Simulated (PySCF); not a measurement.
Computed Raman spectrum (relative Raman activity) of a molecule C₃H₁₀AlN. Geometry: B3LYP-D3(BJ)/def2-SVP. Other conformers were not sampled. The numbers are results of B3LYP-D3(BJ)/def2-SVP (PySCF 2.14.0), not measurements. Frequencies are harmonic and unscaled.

ν (cm⁻¹): 548 (vw), 647 (w), 779 (vw), 918 (vw), 1038 (w), 1250 (w), 1346 (vw), 1398 (vw), 1444 (w), 1455 (w), 1460 (w), 1469 (w), 1494 (w), 1938 (s), 1945 (m), 2968 (m), 2972 (vs), 3024 (m), 3030 (s), 3057 (m), 3100 (m), 3111 (m), 3116 (m) (against the strongest line: vs over 80 %, s over 45 %, m over 15 %, w over 4 %, vw less)

Question: Which molecule gave these data?
A. C[NH][Al]([CH3])[CH3]
B. CC[N](C)[AlH2]
C. C[CH2][Al]([CH3])[NH2]
D. CC(C)[NH][AlH2]

Answer: B, CC[N](C)[AlH2]
